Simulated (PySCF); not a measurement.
## Diatomic cations of In with group 13

CCSD(T) with double-zeta basis sets in PySCF, for the lowest determinant that a PBE0 search found; no spin–orbit coupling. De refers to high-spin ground-configuration atoms (the charge goes to the atom of lower measured ionisation energy or higher electron affinity, which is not always the lowest computed limit).

```
 M       basis  reference, frozen orbitals  charged atom  state (unpaired electrons)  Re (Å)  ωe (cm⁻¹)  De (eV)
 B    def2-SVP                      UHF, 5           In+               doublet (σ ↑)   2.993        183     0.53
Al  x2c-SVPall                     UHF, 23           In+               doublet (σ ↑)   3.422        112     1.07
Ga  cc-pVDZ-PP                      UHF, 8           In+               doublet (σ ↑)   3.404       87.3     1.09
In    def2-SVP                      UHF, 8           In+               doublet (σ ↑)   3.520       76.5     1.21
Tl    def2-SVP                      UHF, 8           In+               doublet (σ ↑)   3.582       64.4      n/a
```

The shortest bond is that of InB⁺ (2.993 Å), the longest that of TlIn⁺ (3.582 Å).

The rows differ in basis set, which adds steps of its own.

Down a group the atoms grow and get heavier, so bonds lengthen and wavenumbers fall; the exceptions here are the shorter bond at Ga.

Correlated steps freeze the inner cores (5 to 23 orbitals); shallow outer-core shells are correlated. Correlated levels converge slowly with the basis: in double zeta they bind strong bonds too weakly, by up to about 1 eV, and carry superposition errors of some tenths. These are scalar-relativistic numbers at best; spin–orbit coupling would shift them, the dissociation energy most. For an ion De counts to the pair picked by the measured ionisation energies or electron affinities, which need not be the lowest pair at this level. States were picked by a PBE0 search and need not be the measured ground states.
